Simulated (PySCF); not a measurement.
CH₈O₃Si₂, SMILES O[SiH2][Si@H](O)OC. Heavy atoms are numbered as in [CH3:1][O:2][Si@@H:3]([OH:4])[SiH2:5][OH:6]. Hydrogens are named by the atom that carries them.

Coordinates come from a PBE0-D3(BJ)/def2-SVP optimisation. The structure was generated by enumeration; whether it is a known compound was not checked. The values are those of a single conformer.

Calculation: PBE/pcSseg-1 run with PySCF.

GIAO shieldings, no solvent; atoms alike by connectivity are averaged. δ = σ(ref) − σ: ¹³C against TMS (σ = 182.0 ppm); ¹⁷O against H2O (σ = 334.3 ppm); ²⁹Si against TMS (σ = 335.4 ppm); ¹H against TMS (σ = 31.49 ppm), references at their B3LYP-D3(BJ)/def2-TZVP geometries, non-relativistic.

Estimate the chemical shifts. (Estimate from the structure and the level; the computed values follow.)


| nucleus | atoms | count | δ (ppm) |
|---|---|---|---|
| ¹³C | C1 (CH3) | 1 | 57.9 |
| ¹⁷O | O4 (OH) | 1 | 74.0 |
| ¹⁷O | O2 | 1 | 65.8 |
| ¹⁷O | O6 (OH) | 1 | -0.4 |
| ²⁹Si | Si3 (SiH) | 1 | -8.8 |
| ²⁹Si | Si5 (SiH2) | 1 | -33.4 |
| ¹H | H on Si3 | 1 | 5.52 |
| ¹H | H on Si5 | 2 | 5.38 |
| ¹H | H on C1 | 3 | 4.20 |
| ¹H | H on O6 | 1 | 2.08 |
| ¹H | H on O4 | 1 | 1.78 |
